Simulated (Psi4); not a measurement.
Pair of molecules, SMILES [AlH3] with SMILES [C-]#[O+] (the first has 4 atoms); geometry from GFN2-xTB, rigid monomers moved along the line of their centres of mass till Al1···O6 is 3.37 Å.
(charge 0, multiplicity 1):
```xyz
6

Al     0.03294    -0.05425     0.29318
H      1.40888    -0.80216     0.30370
H     -0.00540     1.48885     0.03097
H     -1.29519    -0.88130     0.23010
C     -0.08887     0.37879     4.76283
O     -0.05916     0.27213     3.64483
```

Computed with Psi4 1.11 with SAPT0/jun-cc-pV(D+d)Z.

### Question
Give the four SAPT terms and the total, and say what mostly holds the pair together.

### Answer
electrostatics -1.55, exchange 0.39, induction -0.31, dispersion -0.49, total -1.95 kcal/mol; the largest attraction is electrostatics.
